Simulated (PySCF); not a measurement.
Job file and geometry (Å, from PBE0-D3(BJ)/def2-SVP) of a spin–spin coupling run on `C=C(C)C[Se]C`, C$_{5}$H$_{10}$Se, B3LYP/pcJ-1 Se:pcSseg-1 indirect spin-spin coupling, non-relativistic, gas phase (PySCF); density fitting, a coarse starting grid and PySCF grid level 2 are the driver's defaults:

```
{"job": {"kind": "j", "xc": "B3LYP", "basis": "pcJ-1"}, "charge": 0, "multiplicity": 1}
C     -2.311573    -1.185374    -0.780929
C     -1.555260    -0.339271    -0.070348
C     -2.064512     0.982581     0.420068
C     -0.130292    -0.670545     0.255562
Se     1.096050     0.355517    -0.893472
C      2.669919     0.188672     0.229822
H     -1.914600    -2.141592    -1.133216
H     -3.348942    -0.948503    -1.033017
H     -2.019321     1.033512     1.521256
H     -1.437066     1.805232     0.040009
H     -3.102912     1.159986     0.108604
H      0.112340    -0.391644     1.293434
H      0.075398    -1.741124     0.117259
H      3.488652     0.712827    -0.282459
H      2.504845     0.655634     1.211048
H      2.948911    -0.866823     0.356082
```

Task: What does the program print?

Result: 
```
coarse grid: 57952 points
cycle   1  E = -2597.8296179897  dE = -6.944e-01  |g| = 8.074e-01  |ddm| = 3.292e+00
cycle   2  E = -2597.8176329860  dE =  1.199e-02  |g| = 6.463e-01  |ddm| = 7.882e-01
cycle   3  E = -2597.8824132761  dE = -6.478e-02  |g| = 1.555e-01  |ddm| = 5.679e-01
cycle   4  E = -2597.8879986038  dE = -5.585e-03  |g| = 4.160e-02  |ddm| = 1.983e-01
cycle   5  E = -2597.8884544769  dE = -4.559e-04  |g| = 1.415e-02  |ddm| = 5.323e-02
cycle   6  E = -2597.8884998337  dE = -4.536e-05  |g| = 3.706e-03  |ddm| = 1.359e-02
cycle   7  E = -2597.8885031320  dE = -3.298e-06  |g| = 1.211e-03  |ddm| = 4.369e-03
final grid: 122840 points
cycle   8  E = -2597.8885017347  dE =  6.118e-07  |g| = 2.021e-03  |ddm| = 3.054e-03
cycle   9  E = -2597.8884992177  dE =  2.517e-06  |g| = 3.731e-03  |ddm| = 4.507e-03
cycle  10  E = -2597.8885027118  dE = -3.494e-06  |g| = 3.197e-04  |ddm| = 3.024e-03
cycle  11  E = -2597.8885027359  dE = -2.408e-08  |g| = 2.658e-05  |ddm| = 2.601e-04
cycle  12  E = -2597.8885027360  dE = -1.601e-10  |g| = 6.259e-06  |ddm| = 3.048e-05
converged SCF energy = -2597.8885027360

Indirect spin-spin couplings (Hz)
  i      j    bonds     total        FC       PSO       DSO        SD
  0 C    1 C    1     77.947    87.620    -9.887     0.214         -
  0 C    2 C    2      3.690     3.972    -0.248    -0.033         -
  0 C    3 C    2      4.247     4.349    -0.120     0.018         -
  0 C    6 H    1    166.225   165.053     0.504     0.668         -
  0 C    7 H    1    167.336   166.191     0.504     0.641         -
  0 C    8 H    3      6.497     6.586     0.265    -0.354         -
  0 C    9 H    3      6.976     7.042     0.272    -0.338         -
  0 C   10 H    3      6.033     6.322    -0.338     0.049         -
  0 C   11 H    3      7.911     7.931     0.337    -0.357         -
  0 C   12 H    3      5.933     6.106    -0.328     0.154         -
  0 C   13 H    5      0.306     0.448     0.194    -0.336         -
  1 C    2 C    1     46.145    47.324    -1.423     0.244         -
  1 C    3 C    1     44.634    46.046    -1.737     0.326         -
  1 C    5 C    3      2.949     3.054    -0.015    -0.090         -
  1 C    6 H    2     -1.030     0.751    -1.476    -0.305         -
  1 C    7 H    2     -0.164     1.621    -1.455    -0.330         -
  1 C    8 H    2     -7.250    -7.318     0.060     0.009         -
  1 C    9 H    2     -7.672    -7.782     0.043     0.067         -
  1 C   10 H    2     -3.014    -2.751    -0.211    -0.052         -
  1 C   11 H    2     -6.310    -6.346    -0.105     0.141         -
  1 C   12 H    2     -2.756    -2.557    -0.292     0.093         -
  1 C   13 H    4      0.697     0.911     0.211    -0.426         -
  1 C   14 H    4     -0.178    -0.082     0.054    -0.151         -
  1 C   15 H    4     -0.424    -0.301     0.114    -0.237         -
  2 C    3 C    2      4.961     5.124    -0.209     0.046         -
  2 C    6 H    3     11.068    11.118     0.409    -0.459         -
  2 C    7 H    3      6.760     6.845    -0.102     0.016         -
  2 C    8 H    1    130.858   128.906     1.240     0.712         -
  2 C    9 H    1    134.357   132.506     1.082     0.768         -
  2 C   10 H    1    135.697   133.902     1.102     0.694         -
  2 C   11 H    3      3.121     2.997    -0.060     0.183         -
  2 C   12 H    3      6.195     6.172     0.393    -0.370         -
  2 C   15 H    5      0.210     0.307     0.155    -0.252         -
  3 C    5 C    2     -0.412    -0.342    -0.067    -0.003         -
  3 C    6 H    3      7.932     7.878    -0.164     0.218         -
  3 C    7 H    3     12.896    12.866     0.386    -0.356         -
  3 C    8 H    3      2.274     2.165    -0.050     0.159         -
  3 C    9 H    3      2.862     2.765    -0.091     0.188         -
  3 C   10 H    3      9.739     9.671     0.384    -0.316         -
  3 C   11 H    1    146.275   144.420     0.547     1.309         -
  3 C   12 H    1    152.168   150.442     0.449     1.277         -
  3 C   13 H    3      9.107     9.375     0.298    -0.566         -
  3 C   14 H    3      2.212     2.151    -0.061     0.123         -
  3 C   15 H    3      1.821     1.735    -0.055     0.140         -
  5 C    9 H    5     -0.234    -0.041     0.016    -0.209         -
  5 C   11 H    3      4.483     4.322    -0.134     0.296         -
  5 C   12 H    3     -0.074    -0.083     0.038    -0.029         -
  5 C   13 H    1    143.247   141.344     0.948     0.955         -
  5 C   14 H    1    149.365   147.529     0.870     0.966         -
  5 C   15 H    1    149.613   147.774     0.878     0.961         -
  6 H    7 H    2      2.586     2.192     3.583    -3.188         -
  6 H    8 H    4     -2.362    -2.316     1.552    -1.597         -
  6 H    9 H    4     -2.031    -2.001     1.546    -1.576         -
  6 H   10 H    4      0.407     0.480     1.491    -1.564         -
  6 H   11 H    4     -1.325    -1.413     1.218    -1.131         -
  6 H   12 H    4     -0.212    -0.639    -1.693     2.120         -
  6 H   13 H    6     -0.570    -0.095     0.594    -1.070         -
  6 H   14 H    6     -0.289     0.039     0.552    -0.880         -
  6 H   15 H    6     -0.161     0.012     0.086    -0.259         -
  7 H    8 H    4     -2.766    -2.713     1.007    -1.060         -
  7 H    9 H    4     -2.589    -2.602     1.032    -1.019         -
  7 H   10 H    4     -0.324    -0.425    -1.495     1.596         -
  7 H   13 H    6     -0.338     0.068     0.756    -1.162         -
  7 H   14 H    6     -0.200     0.066     0.699    -0.964         -
  7 H   15 H    6     -0.251     0.010     0.687    -0.947         -
  8 H    9 H    2    -19.673   -20.120     2.403    -1.955         -
  8 H   10 H    2    -13.589   -13.827     2.589    -2.351         -
  8 H   11 H    4     -0.986    -1.420    -1.342     1.776         -
  8 H   12 H    4     -0.311    -0.426     1.176    -1.061         -
  8 H   13 H    6     -0.438    -0.107     0.571    -0.901         -
  8 H   15 H    6     -0.181     0.031     0.435    -0.647         -
  9 H   10 H    2    -13.474   -13.820     2.558    -2.212         -
  9 H   11 H    4     -0.929    -1.230    -0.116     0.417         -
  9 H   12 H    4     -0.665    -0.614     1.548    -1.599         -
  9 H   13 H    6     -0.704    -0.129     0.302    -0.877         -
  9 H   15 H    6     -0.561     0.027     0.585    -1.174         -
 10 H   11 H    4      0.340     0.190     1.425    -1.274         -
 10 H   12 H    4      2.444     2.399     1.621    -1.576         -
 10 H   13 H    6     -0.365     0.023     0.771    -1.159         -
 10 H   14 H    6     -0.167    -0.002     0.604    -0.769         -
 10 H   15 H    6     -0.277     0.036     0.820    -1.134         -
 11 H   12 H    2     -9.131   -10.196     2.180    -1.115         -
 11 H   13 H    4     -0.541    -0.202     1.040    -1.379         -
 11 H   14 H    4      0.778     0.120    -1.576     2.234         -
 11 H   15 H    4      0.152    -0.147    -0.429     0.728         -
 12 H   13 H    4     -1.221    -0.633     1.067    -1.655         -
 12 H   15 H    4      0.796     0.442    -0.873     1.227         -
 13 H   14 H    2    -13.196   -14.154     2.794    -1.836         -
 13 H   15 H    2    -13.346   -14.307     2.793    -1.832         -
 14 H   15 H    2     -8.028    -8.968     2.844    -1.904         -
```

Size and cost of the density-fitted run: 276 basis functions, 83 s wall time on 1 thread of an x86-64 server CPU, shared host.
